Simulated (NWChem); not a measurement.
Species: CH₅Al; SMILES [CH3][AlH2]

Computed with NWChem. Pople sets run with spherical d functions. Medium grid unless said otherwise, to which SCAN and Minnesota functionals are sensitive. Structure relaxed at the PBE0/def2-SVP level.

Order these by “highest occupied level (eV)”, lowest first: PBE0/6-31G*; LC-wPBE (HJS exchange hole, range parameter 0.4 per bohr)/6-31G*; PBE/6-31G*; BHandHLYP/6-31G*.

LC-wPBE (HJS exchange hole, range parameter 0.4 per bohr)/6-31G* (-10.78), BHandHLYP/6-31G* (-9.14), PBE0/6-31G* (-7.96), PBE/6-31G* (-6.65)
